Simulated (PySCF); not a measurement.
CCl₃, SMILES [C-](Cl)(Cl)Cl, charge -1.

The structure is a stationary point at r2SCAN-D4/def2-SVPD.

These are PySCF with PBE/def2-TZVPD values and carry that method's errors.

Gas-phase values at a fixed geometry.

Task: Estimate the frontier levels, gap, dipole moment and polarisability. (The exact figures need the calculation; the answer reports its results.)

Result: 
```
Property                                                          Result
------------------------------------------------  ----------------------
highest occupied level                                          -0.44 eV
lowest empty level                                               2.54 eV
orbital gap                                                      2.98 eV
dipole moment about the centre of nuclear charge                  0.56 D
mean static polarisability                         85.6 bohr³ (12.68 Å³)
polarisability, principal values                  67.4, 94.6, 94.6 bohr³
```
